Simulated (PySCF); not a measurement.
Stepwise substitution at one centre (Ga OH-H). All species are isolated molecules in the gas phase. One relaxed conformer stands for each flexible species; it need not be the lowest. Strings in code marks are SMILES.

Calculation: TPSSh-D3(BJ)/def2-TZVP // CAM-B3LYP-D3(BJ)/def2-TZVP in PySCF. All candidates: neutral, multiplicity 1. Excitations are Tamm–Dancoff values on a coarser integration grid. The basis has no diffuse functions, so Rydberg states are missing or too high.

```yaml
LUMO: -1.30 eV
HOMO: -7.93 eV
T1 excitation (TDA): 5.70 eV
```

Task: Say which member has these values.
A. `[OH][GaH][OH]` (H–O–Ga–O torsion 0°, O–Ga–O–H torsion 0°)
B. `[OH][GaH2]`
C. `[OH][Ga]([OH])[OH]`

Result: C, `[OH][Ga]([OH])[OH]`. The others give `[OH][GaH][OH]` (H–O–Ga–O torsion 0°, O–Ga–O–H torsion 0°): -0.75 eV, -7.80 eV, 6.07 eV; `[OH][GaH2]`: -1.46 eV, -7.85 eV, 5.42 eV
